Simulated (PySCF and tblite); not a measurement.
Values are calculated unless marked as measured or tabulated.
C₆H₅F₃O, numbered as in [F:1][CH2:2][c:3]1[o:4][cH:5][cH:6][c:7]1[CH:8]([F:9])[F:10].

Search: ETKDG and KDG, MMFF94s, GFN2-xTB, 90 starts; geometries at GFN2-xTB. Free energies are B3LYP-D3(BJ)/def2-SVP (IEF-PCM, methanol) single points with GFN2-xTB rigid-rotor and vibrational terms (modes under about 100 cm⁻¹ blended into free rotors). Symmetry numbers and mirror images are counted. Conformers within 2.5 kcal/mol (GFN2-xTB free energy) were kept, 4 at most. GIAO shieldings: wB97X-D/pcSseg-1 (IEF-PCM, methanol). Shifts are against TMS (¹H), TMS (¹³C) at the same level. Codes: tblite and PySCF.

Torsions listed: F1–C2–C3–O4, C3–C7–C8–F9. Of a mirror pair one member is shown.

```
conformer       shape   symmetry  E(GFN2) kcal/mol  E(DFT) kcal/mol
        1   -71°, 61°  C1 (pair)              0.31             0.00
        2  130°, -77°  C1 (pair)              0.00             0.70
```

Question: How much do the weights at 298.15 K and the averaged shift of H8 depend on how the conformers are weighted?

Answer: 
```json
{"weighting": "DFT energy with thermal terms, symmetry and mirror images (full scheme)", "1 (%)": "73", "2 (%)": "27", "δ (ppm)": "7.41", "rms dipole (D)": "3.48"}
{"weighting": "DFT energy with symmetry and mirror images", "1 (%)": "77", "2 (%)": "23", "δ (ppm)": "7.40", "rms dipole (D)": "3.52"}
{"weighting": "bare DFT energy", "1 (%)": "77", "2 (%)": "23", "δ (ppm)": "7.40", "rms dipole (D)": "3.52"}
{"weighting": "GFN2-xTB energy with symmetry and mirror images", "1 (%)": "37", "2 (%)": "63", "δ (ppm)": "7.52", "rms dipole (D)": "3.17"}
{"weighting": "GFN2-xTB free energy", "1 (%)": "33", "2 (%)": "67", "δ (ppm)": "7.53", "rms dipole (D)": "3.13"}
{"weighting": "leading conformer alone", "1 (%)": "100", "2 (%)": "0", "δ (ppm)": "7.33", "rms dipole (D)": "3.71"}
{"weighting": "equal weights", "1 (%)": "50", "2 (%)": "50", "δ (ppm)": "7.48", "rms dipole (D)": "3.29"}
{"weighting": "full scheme, search stopped after three starts", "1 (%)": "0", "2 (%)": "100", "δ (ppm)": "7.63", "rms dipole (D)": "2.80"}
```

The largest departure from the full scheme, 0.22 ppm, comes with: full scheme, search stopped after three starts.


Conformer gaps in def2-SVP on xTB geometries can be 2 kcal/mol too large for S=O, P=O and other polar bonds.